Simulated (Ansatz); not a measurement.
Consider the cleavage of the B–Si bond: `CB[SiH3]` + `O[SiH](O)F` → `CBO[SiH](O)F` + SiH₄.

Gas-phase electronic energies from Ansatz, PBE0-D4/def2-TZVP geometries. CCSD(T)/CBS is the MP2 limit (def2-TZVPP, def2-QZVPP) plus CCSD(T) − MP2 in def2-TZVPP, frozen cores. This one scheme is used for every species. DFT in def2-TZVPP. Each species was taken in one conformer, which may not be the lowest.

```
             level  ΔE (kcal/mol)
            PBE-D4          -35.5
           ωB97X-V          -38.3
SCS-MP2/def2-TZVPP          -40.4
CCSD(T)/def2-TZVPP          -39.1
```

(1) What does CCSD(T)/CBS give? (Estimate.)

Largest T1 diagnostic among the species: 0.012.

Results:

(1) Ansatz gave: -38.4 kcal/mol. The listed levels differ from it by 2.9, 0.1, -2.0, -0.7 kcal/mol.

From PBE to PBE0 (25 % exact exchange), in def2-TZVPP and without D4, ΔE moves by −0.9 kcal/mol. In def2-TZVPP, CCSD(T) changes the Hartree–Fock value by +3.3 kcal/mol (the triples alone add +0.2 kcal/mol) and MP2 by +2.4 kcal/mol.
